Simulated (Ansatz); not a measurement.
**Question.** Name a neutral molecule of C, In and H with LUMO energy (B3LYP/def2-TZVPP) between -2.15 and -1.85 eV and zero-point energy (PBE0-D4/def2-TZVP) between 133 and 149 kJ/mol (Ansatz, PBE0-D4/def2-TZVP geometry).

**Answer.** `C=[CH][InH2]` (-2.04 eV, 139.0 kJ/mol). Other molecules can fit too; these were computed, each in one conformer that needn't be the lowest.

B3LYP here is the variant with VWN-RPA as its local correlation; programs differ in this.
